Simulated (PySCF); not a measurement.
GeI2, singlet, at a GFN2-xTB geometry (core potentials on I); PySCF with DF-PBE0/def2-TZVP.

The PySCF input:
```python
from pyscf import gto, scf, dft

mol = gto.M(
    atom='''
Ge    0.001533   -0.009692    1.226571
I     1.015670   -1.735556   -0.385293
I    -1.016596    1.741408   -0.355278
''',
    basis='def2-tzvp',
    ecp={'I': 'def2-tzvp'},
    charge=0,
    spin=0,
    verbose=4,
)

mf = dft.RKS(mol)
mf.xc = 'pbe0'
mf = mf.density_fit(auxbasis='def2-universal-jkfit')
mf.kernel()
mf.analyze()
```

It wrote (shortened):

```
PySCF version 2.14.0

[INPUT] verbose = 4
[INPUT] num. atoms = 3
[INPUT] num. electrons = 82
[INPUT] charge = 0
[INPUT] spin (= nelec alpha-beta = 2S) = 0
[INPUT] symmetry False subgroup None
[INPUT] Mole.unit = angstrom
[INPUT] Symbol           X                Y                Z      unit          X                Y                Z       unit  Magmom
[INPUT]  1 Ge     0.001533000000  -0.009692000000   1.226571000000 AA    0.002896950149  -0.018315225599   2.317883262334 Bohr   0.0
[INPUT]  2 I      1.015670000000  -1.735556000000  -0.385293000000 AA    1.919338132937  -3.279725513846  -0.728098247712 Bohr   0.0
[INPUT]  3 I     -1.016596000000   1.741408000000  -0.355278000000 AA   -1.921088019328   3.290784191127  -0.671378118083 Bohr   0.0

nuclear repulsion = 411.562300941172
number of shells = 48
number of NR pGTOs = 290
number of NR cGTOs = 148
basis = def2-tzvp
ecp = {'I': 'def2-tzvp'}

******** <class 'pyscf.df.df_jk.DFRKS'> ********
method = DFRKS
initial guess = minao
damping factor = 0
level_shift factor = 0
DIIS = <class 'pyscf.scf.diis.CDIIS'>
diis_start_cycle = 1
diis_space = 8
diis_damp = 0
SCF conv_tol = 1e-09
SCF conv_tol_grad = None
SCF max_cycles = 50
direct_scf = False
XC library pyscf.dft.libxc version 7.1.2
    S. Lehtola, C. Steigemann, M. J. T. Oliveira, and M. A. L. Marques,  SoftwareX 7, 1–5 (2018)
XC functionals = pbe0
    C. Adamo and V. Barone,  J. Chem. Phys. 110, 6158 (1999)
    M. Ernzerhof and G. E. Scuseria,  J. Chem. Phys. 110, 5029 (1999)
radial grids:
    Treutler-Ahlrichs [JCP 102, 346 (1995); DOI:10.1063/1.469408] (M4) radial grids

becke partition: Becke, JCP 88, 2547 (1988); DOI:10.1063/1.454033
pruning grids: <function nwchem_prune>
grids dens level: 3
symmetrized grids: False
atomic radii adjust function: <function treutler_atomic_radii_adjust>
small_rho_cutoff = 0
Set gradient conv threshold to 3.16228e-05
Initial guess from minao.
tot grids = 64560
******** <class 'pyscf.df.df.DF'> ********
auxbasis = def2-universal-jkfit
init E= -2586.89532299646
  HOMO = -0.991303544500198  LUMO = -0.737846681467246  gap/eV = 6.89691
cycle= 1 E= -2668.34769156705  delta_E= -81.5  |g|= 4.83  |ddm|= 27.1
  HOMO = 0.0169522589389488  LUMO = 0.0230774066564564  gap/eV = 0.16667
cycle= 2 E= -2661.74748805041  delta_E=  6.6  |g|= 6.55  |ddm|= 15.5
  HOMO = -0.114091413867527  LUMO = 0.0302836595501925  gap/eV = 3.92865
cycle= 3 E= -2671.33036474852  delta_E= -9.58  |g|= 1.65  |ddm|= 11.8
  HOMO = -0.252610648339145  LUMO = -0.19952363124613  gap/eV = 1.44457
cycle= 4 E= -2671.76797960585  delta_E= -0.438  |g|= 1.47  |ddm|= 4.07
  HOMO = -0.249272784546585  LUMO = -0.138102037178502  gap/eV = 3.02511
cycle= 5 E= -2672.23552743136  delta_E= -0.468  |g|= 0.319  |ddm|= 1.06
  HOMO = -0.267811931236809  LUMO = -0.127392249616561  gap/eV = 3.82101
cycle= 6 E= -2672.26805765201  delta_E= -0.0325  |g|= 0.13  |ddm|= 0.455
  HOMO = -0.267228280346343  LUMO = -0.122449351029527  gap/eV = 3.93964
cycle= 7 E= -2672.27045439407  delta_E= -0.0024  |g|= 0.0413  |ddm|= 0.107
  HOMO = -0.267702390869117  LUMO = -0.123901122019167  gap/eV = 3.91303
cycle= 8 E= -2672.27071232567  delta_E= -0.000258  |g|= 0.00509  |ddm|= 0.043
  HOMO = -0.267673802875989  LUMO = -0.123285317298871  gap/eV = 3.92901
cycle= 9 E= -2672.27072137037  delta_E= -9.04e-06  |g|= 0.00261  |ddm|= 0.0102
  HOMO = -0.267739388602438  LUMO = -0.123504653001592  gap/eV = 3.92483
cycle= 10 E= -2672.27072338986  delta_E= -2.02e-06  |g|= 0.000485  |ddm|= 0.00282
  HOMO = -0.26772712251204  LUMO = -0.123527425266847  gap/eV = 3.92387
cycle= 11 E= -2672.27072347881  delta_E= -8.89e-08  |g|= 0.000169  |ddm|= 0.000842
  HOMO = -0.267728613472629  LUMO = -0.123523803505092  gap/eV = 3.92401
cycle= 12 E= -2672.27072348371  delta_E= -4.9e-09  |g|= 4.03e-05  |ddm|= 0.000237
  HOMO = -0.267730972124443  LUMO = -0.123527004949665  gap/eV = 3.92399
cycle= 13 E= -2672.27072348402  delta_E= -3.19e-10  |g|= 7.84e-06  |ddm|= 4.76e-05
  HOMO = -0.267729811182385  LUMO = -0.123524743241738  gap/eV = 3.92402
Extra cycle  E= -2672.27072348401  delta_E= 1.09e-11  |g|= 1.37e-05  |ddm|= 2.42e-05
converged SCF energy = -2672.27072348401
**** SCF Summaries ****
Total Energy =                       -2672.270723484013615
Nuclear Repulsion Energy =             411.562300941171770
One-electron Energy =                -4752.039857146690338
Two-electron Energy =                 1668.206832721505180
Two-electron Coulomb Energy =         1791.481806306404906
DFT Exchange-Correlation Energy =     -123.274973584899669
HOMO-LUMO gap [eV] =                     3.924019769773279
**** MO energy ****
MO #1   energy= -399.164165836359  occ= 2
MO #2   energy= -49.9787061396308  occ= 2
MO #3   energy= -44.4604855314064  occ= 2
MO #4   energy= -44.458968979289   occ= 2
MO #5   energy= -44.4585011165846  occ= 2
MO #6   energy= -6.90334446806125  occ= 2
MO #7   energy= -6.90334168378753  occ= 2
MO #8   energy= -6.34412431039698  occ= 2
MO #9   energy= -4.91388522362724  occ= 2
MO #10  energy= -4.91388474824604  occ= 2
MO #11  energy= -4.90986089209111  occ= 2
MO #12  energy= -4.90986030698377  occ= 2
MO #13  energy= -4.90739512501787  occ= 2
MO #14  energy= -4.90739423509723  occ= 2
MO #15  energy= -4.50114120926717  occ= 2
MO #16  energy= -4.49647958411083  occ= 2
MO #17  energy= -4.49462912885266  occ= 2
MO #18  energy= -1.94155475292561  occ= 2
MO #19  energy= -1.9415403365183   occ= 2
MO #20  energy= -1.94033596452958  occ= 2
MO #21  energy= -1.94033431277976  occ= 2
MO #22  energy= -1.93827608623615  occ= 2
MO #23  energy= -1.93825886152607  occ= 2
MO #24  energy= -1.93463874575277  occ= 2
MO #25  energy= -1.93463431656642  occ= 2
MO #26  energy= -1.93442358252282  occ= 2
MO #27  energy= -1.93442152970811  occ= 2
MO #28  energy= -1.29531658718009  occ= 2
MO #29  energy= -1.29402748805123  occ= 2
MO #30  energy= -1.29245281920719  occ= 2
MO #31  energy= -1.28972630877884  occ= 2
MO #32  energy= -1.28855105025611  occ= 2
MO #33  energy= -0.728215560457405 occ= 2
MO #34  energy= -0.706890034037579 occ= 2
MO #35  energy= -0.512094576799271 occ= 2
MO #36  energy= -0.350897643891359 occ= 2
MO #37  energy= -0.320521305066156 occ= 2
MO #38  energy= -0.311749196786917 occ= 2
MO #39  energy= -0.287588774729653 occ= 2
MO #40  energy= -0.27535250762455  occ= 2
MO #41  energy= -0.267729811182385 occ= 2
MO #42  energy= -0.123524743241738 occ= 0
MO #43  energy= -0.0532630730214291 occ= 0
MO #44  energy= -0.0329458051163492 occ= 0
MO #45  energy= 0.123113185066407  occ= 0
MO #46  energy= 0.131424227915362  occ= 0
MO #47  energy= 0.134566756048161  occ= 0
MO #48  energy= 0.138913153253779  occ= 0
MO #49  energy= 0.140857443597649  occ= 0

WARN: Weak orthogonality for localized orbitals 2.179111309401456e-09

Dipole moment(X, Y, Z, Debye):  0.00179, -0.01129,  1.42682
```
